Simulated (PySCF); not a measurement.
C4H9Cl2Sn (SMILES CCC[CH2][Sn+]([Cl])[Cl]), charge +1, singlet, at a GFN2-xTB geometry (such geometries of metal compounds can be far from the true shape) (all electrons, no relativity).

Input for PySCF:
```python
from pyscf import gto, scf, dft

mol = gto.Mole()
mol.atom = '''
    Sn    0.395545    0.399773    0.527872
    C    -0.191902   -1.693886   -0.668961
    C    -0.812247   -1.371258   -1.964910
    C    -1.220188   -2.732791   -2.621328
    C    -2.462903   -3.353755   -2.011978
    H     0.785434   -2.175533   -0.715809
    H    -0.849993   -2.140077    0.076823
    H    -1.718189   -0.769077   -1.862730
    H    -0.112006   -0.871065   -2.637430
    H    -1.411438   -2.497970   -3.670075
    H    -0.383388   -3.430924   -2.581052
    H    -3.283670   -2.641396   -1.981135
    H    -2.289829   -3.737984   -1.010417
    H    -2.774946   -4.192195   -2.631241
    Cl    1.486253    0.997226    2.513820
    Cl   -0.287181    2.377933   -0.500729
'''
mol.basis = 'sto-3g'
mol.charge = 1
mol.spin = 0
mol.verbose = 3
mol.build()

mf = dft.RKS(mol)
mf.xc = 'r2scan'
mf.grids.atom_grid = (99, 590)
mf.grids.prune = None
mf.kernel()
```

**Question.** What does this run give for the HOMO energy, Mulliken (on the basis functions themselves) charges in atom order, HOMO-LUMO gap, total energy, nuclear repulsion energy, number of basis functions?

**Answer.** 
HOMO energy: -10.60 eV
Mulliken (on the basis functions themselves) charges in atom order: Sn1 1.11, C2 -0.15, C3 -0.16, C4 -0.13, C5 -0.24, H6 0.13, H7 0.13, H8 0.11, H9 0.11, H10 0.11, H11 0.10, H12 0.09, H13 0.08, H14 0.11, Cl15 -0.18, Cl16 -0.20
HOMO-LUMO gap: 3.46 eV
total energy: -7031.649635 Ha
nuclear repulsion energy: 895.2460 Eh
number of basis functions: 74
